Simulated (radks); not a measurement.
All-electron atom: Cr II in [Ar] 3d5 (the NIST ground configuration). Method: non-relativistic Kohn-Sham, LDA (Slater exchange, Perdew-Wang correlation), spin-unpolarised, spherical densities, point nucleus; hard spherical wall at 2.5 bohr; computed with a radial shooting solver on a logarithmic mesh with Libxc functionals.

Radial electron density D(r) = 4 pi r^2 rho(r):

r (bohr)  D(r) (e/bohr)
0.003655          1.306
0.004088          1.600
0.004572          1.955
0.005155          2.417
0.005766          2.937
0.00645           3.556
0.007214          4.289
0.008069          5.150
0.009025          6.155
0.0101            7.317
0.01129           8.645
0.01263           10.15
0.01413           11.82
0.0158            13.65
0.01767           15.62
0.01977           17.69
0.02211           19.81
0.02473           21.90
0.02766           23.87
0.03119           25.73
0.03488           27.12
0.03902           28.07
0.04364           28.49
0.04882           28.34
0.0546            27.66
0.06107           26.52
0.06831           25.11
0.0764            23.67
0.08546           22.50
0.09559           21.87
0.1069            22.00
0.1196            22.98
0.1338            24.70
0.1496            26.88
0.1673            29.05
0.1887            30.72
0.211             31.14
0.2361            30.12
0.264             27.63
0.2953            23.99
0.3303            19.82
0.3695            15.87
0.4132            12.85
0.4622            11.17
0.517             10.88
0.5783            11.63
0.6468            12.83
0.7235            13.83
0.8092            14.15
0.9051            13.59
1.012             12.23
1.141             10.18
1.277             8.021
1.428             5.905
1.597             4.000
1.787             2.395
1.998             1.145
2.235            0.3114

D(r) has 3 maxima, at r = 0.0447, 0.206, 0.796 bohr, and minima at 0.0995, 0.501 bohr, inside which lie 2.13, 10.63 electrons.
